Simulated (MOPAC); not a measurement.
MOPAC input (PM3):

```
PM3 1SCF UHF MS=0.5 GEO-OK AUX(PRECISION=9) THREADS=1
HCl2S2Si

S    -0.13888100 1    0.45328100 1    2.04982700 1
Si   -0.07407500 1    0.05327700 1    0.01373300 1
S     1.66878200 1   -1.18966900 1   -0.07808800 1
Cl    0.08858600 1    1.73093800 1   -1.15061700 1
Cl   -1.61512000 1   -1.07194200 1   -0.72587200 1
H     2.50971600 1   -0.16661000 1    0.16022500 1
```

Output:

```
 *******************************************************************************
 **                                                                           **
 **                              MOPAC v23.2.5                                **
 **                                                                           **
 *******************************************************************************
 ** MOPAC's Digital Object Identifier: https://doi.org/10.5281/zenodo.6511958 **
 **                                                                           **
 ** Please cite the open-source release paper for use of this MOPAC version:  **
 ** J. E. Moussa and J. J. P. Stewart (2026)                                  **
 ** MOPAC: An open-source semiempirical molecular orbital program             **
 ** J. Open Source Softw., 11(119), 8025, https://doi.org/10.21105/joss.08025 **
 *******************************************************************************

                              PM3 CALCULATION RESULTS

 *******************************************************************************
 *  PM3        - The PM3 Hamiltonian to be used
 *  GEO-OK     - OVERRIDE INTERATOMIC DISTANCE AND OTHER SAFETY CHECKS
 *  UHF        - UNRESTRICTED HARTREE-FOCK CALCULATION
 *  MS=        - IN MECI, MAGNETIC COMPONENT OF SPIN =  0.5
 *  1SCF       - DO 1 SCF AND THEN STOP
 *  AUX        - OUTPUT AUXILIARY INFORMATION
 *******************************************************************************
PM3 1SCF UHF MS=0.5 GEO-OK AUX(PRECISION=9) THREADS=1
 HCl2S2Si

   ATOM   CHEMICAL          X               Y               Z
  NUMBER   SYMBOL      (ANGSTROMS)     (ANGSTROMS)     (ANGSTROMS)

     1       S         -0.13888100  *   0.45328100  *   2.04982700  *
     2      Si         -0.07407500  *   0.05327700  *   0.01373300  *
     3       S          1.66878200  *  -1.18966900  *  -0.07808800  *
     4      Cl          0.08858600  *   1.73093800  *  -1.15061700  *
     5      Cl         -1.61512000  *  -1.07194200  *  -0.72587200  *
     6       H          2.50971600  *  -0.16661000  *   0.16022500  *

          CARTESIAN COORDINATES

    NO.       ATOM           X           Y           Z

     1         S         -0.1389      0.4533      2.0498
     2        Si         -0.0741      0.0533      0.0137
     3         S          1.6688     -1.1897     -0.0781
     4        Cl          0.0886      1.7309     -1.1506
     5        Cl         -1.6151     -1.0719     -0.7259
     6         H          2.5097     -0.1666      0.1602

  H: (PM3): J. J. P. STEWART, J. COMP. CHEM. 10, 209 (1989).
 Si: (PM3): J. J. P. STEWART, J. COMP. CHEM. 10, 209 (1989).
  S: (PM3): J. J. P. STEWART, J. COMP. CHEM. 10, 209 (1989).
 Cl: (PM3): J. J. P. STEWART, J. COMP. CHEM. 10, 209 (1989).

           Empirical Formula: H S2 Si Cl2  =     6 atoms

      MOLECULAR POINT GROUP   :   C1

          UHF CALCULATION, NO. OF ALPHA ELECTRONS =   16
                           NO. OF BETA  ELECTRONS =   15

 -------------------------------------------------------------------------------
 PM3 1SCF UHF MS=0.5 GEO-OK AUX(PRECISION=9) THREADS=1
 HCl2S2Si

     1SCF WAS SPECIFIED, SO BFGS WAS NOT USED
     SCF FIELD WAS ACHIEVED

                              PM3 CALCULATION
                                                       MOPAC v23.2.5 Linux

          FINAL HEAT OF FORMATION =        -53.30249 KCAL/MOL =    -223.01763 KJ/MOL

          COSMO AREA              =        153.31 SQUARE ANGSTROMS
          COSMO VOLUME            =        153.70 CUBIC ANGSTROMS

          IONIZATION POTENTIAL    =          9.682860 EV
          ALPHA SOMO LUMO (EV)    =        -10.434 -3.016
          BETA  SOMO LUMO (EV)    =         -9.683 -3.226
          NO. OF ALPHA ELECTRONS  =         16
          NO. OF BETA  ELECTRONS  =         15
          MOLECULAR WEIGHT        =        164.1194         POINT GROUP:  C1

          MOLECULAR DIMENSIONS (Angstroms)

            Atom       Atom       Distance
            H     6   Cl     5     4.31498
           Cl     4    S     1     3.44928
            S     3   Cl     4     2.69294

          SCF CALCULATIONS        =          1

   ATOM   CHEMICAL          X               Y               Z
  NUMBER   SYMBOL      (ANGSTROMS)     (ANGSTROMS)     (ANGSTROMS)

     1       S         -0.13888100  *   0.45328100  *   2.04982700  *
     2      Si         -0.07407500  *   0.05327700  *   0.01373300  *
     3       S          1.66878200  *  -1.18966900  *  -0.07808800  *
     4      Cl          0.08858600  *   1.73093800  *  -1.15061700  *
     5      Cl         -1.61512000  *  -1.07194200  *  -0.72587200  *
     6       H          2.50971600  *  -0.16661000  *   0.16022500  *

                             CARTESIAN COORDINATES

   1    S       -0.138881000     0.453281000     2.049827000
   2   Si       -0.074075000     0.053277000     0.013733000
   3    S        1.668782000    -1.189669000    -0.078088000
   4   Cl        0.088586000     1.730938000    -1.150617000
   5   Cl       -1.615120000    -1.071942000    -0.725872000
   6    H        2.509716000    -0.166610000     0.160225000

           Empirical Formula: H S2 Si Cl2  =     6 atoms

      MOLECULAR POINT GROUP   :   C1

          ALPHA EIGENVALUES
 -55.97915 -55.52630 -28.08356 -26.44554 -16.31056 -15.15079 -14.35912 -13.81380
 -13.02930 -12.05049 -11.43137 -11.31454 -11.19965 -10.92399 -10.68193 -10.43436
  -3.01642  -2.01944  -0.96107  -0.67686   0.33023

           BETA EIGENVALUES
 -56.01775 -55.57348 -27.30858 -23.10056 -16.07757 -14.91120 -13.63703 -13.26223
 -12.70326 -11.44914 -11.30815 -11.17321 -10.67494  -9.98427  -9.68286  -3.22599
  -2.48099  -1.68574  -0.83183  -0.76535   0.34769

              NET ATOMIC CHARGES AND DIPOLE CONTRIBUTIONS

  ATOM NO.   TYPE          CHARGE      No. of ELECS.   s-Pop       p-Pop
    1          S          -0.220453        6.2205     1.96450     4.25595
    2         Si           0.829220        3.1708     0.95678     2.21400
    3          S          -0.146594        6.1466     1.91114     4.23545
    4         Cl          -0.270067        7.2701     1.97191     5.29815
    5         Cl          -0.233861        7.2339     1.97160     5.26226
    6          H           0.041755        0.9582     0.95825
 DIPOLE           X         Y         Z       TOTAL
 POINT-CHG.     0.880    -0.505     0.279     1.052
 HYBRID         0.313     1.218    -0.318     1.298
 SUM            1.193     0.714    -0.039     1.391

          ATOMIC ORBITAL ELECTRON POPULATIONS

     Atom    s        px        py        pz
    1  S   1.96450   1.41716   1.53639   1.30240
    2 Si   0.95678   0.75424   0.69510   0.76466
    3  S   1.91114   1.17431   1.20613   1.85501
    4 Cl   1.97191   1.94228   1.58336   1.77251
    5 Cl   1.97160   1.62292   1.76748   1.87186
    6  H   0.95825

                    (SZ)    =    0.500000
                    (S**2)  =    0.796380

          ATOMIC ORBITAL SPIN POPULATIONS

    Atom   Total    s     px     py     pz
         Atomic
    1  S  1.0592  0.003  0.525  0.398  0.133
    2 Si -0.2024 -0.043 -0.053 -0.036 -0.070
    3  S  0.1885 -0.004  0.086  0.056  0.051
    4 Cl -0.0111 -0.000 -0.004  0.008 -0.015
    5 Cl -0.0158 -0.000 -0.001  0.000 -0.014
    6  H -0.0185 -0.018

 **********************
 *                    *
 * JOB ENDED NORMALLY *
 *                    *
 **********************

 == MOPAC DONE ==
```

The geometry given is a B3LYP-D3(BJ)/def2-TZVP minimum.
